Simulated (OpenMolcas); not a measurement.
Cu2+ among 5 point charges of -1 e arranged as a square pyramid (C4v), 1.93 Å from the ion, with the axial distance 2.239 Å.
```
   1.9300    0.0000    0.0000  -1.00
   0.0000    1.9300    0.0000  -1.00
  -1.9300    0.0000    0.0000  -1.00
   0.0000   -1.9300    0.0000  -1.00
   0.0000    0.0000    2.2388  -1.00
```

```yaml
Program: OpenMolcas
Method: CASSCF
Basis: ANO-RCC-VDZP [5s4p2d1f]
Scalar_Hamiltonian: DKH2, point nucleus
Active_space: 9 electrons in 5 orbitals (3d)
State_averaging: 2S+1 = 2 even, 5 roots
Spin-orbit_coupling: state interaction with AMFI integrals over the reference wave functions
```

Problem. What is the spin-free ground state?

Solution. A state of multiplicity 2, 1-fold in its orbital part, 100 % from free-ion D terms; it has the highest spin that d9 allows.

Problem. Where is the first state of the same spin?

Solution. A 1-fold state lies at 2040 cm-1 above the ground state.

Problem. What are the lowest two levels with spin-orbit coupling?

Solution. A 2-fold level with g = 1.85, 1.85, 4.40, then a 2-fold level 2460 cm-1 above it. Their leading multiplicities are 2 (100 %) and 2 (100 %).

Problem. What is χT at 300 K, and how does it compare with the textbook value?

Solution. The lowest level has 2S+1 = 2, for which the spin-only value is χT = S(S+1) / 2 = 0.375 cm3 K/mol (g = 2). The computed 0.913 at 300 K differs by +0.538, through orbital momentum, spin-orbit coupling and any other state in reach.

Point charges carry no covalency, so the field is a model and not that of real ligands. An unlabelled pair can be two single states that coincide in this model. No measured value stands beside these numbers.
